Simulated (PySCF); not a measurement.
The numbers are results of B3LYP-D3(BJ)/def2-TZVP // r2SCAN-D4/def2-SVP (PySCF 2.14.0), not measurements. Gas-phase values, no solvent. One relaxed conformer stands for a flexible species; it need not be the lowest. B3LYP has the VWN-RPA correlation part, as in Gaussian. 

Reference species: [Sc(Cl)3] (neutral, multiplicity 1).

```yaml
HOMO–LUMO gap: 5.35 eV
HOMO: -8.97 eV
```

Changed species: [Sc(OH)3] (3 of 3 Cl replaced by OH; the reference has 0 of 3 Cl replaced by OH).

Question: What does the change do to the HOMO–LUMO gap and HOMO?

Answer: the HOMO–LUMO gap rises by 0.93 eV, to 6.28 eV; the HOMO rises by 0.97 eV, to -8.00 eV.
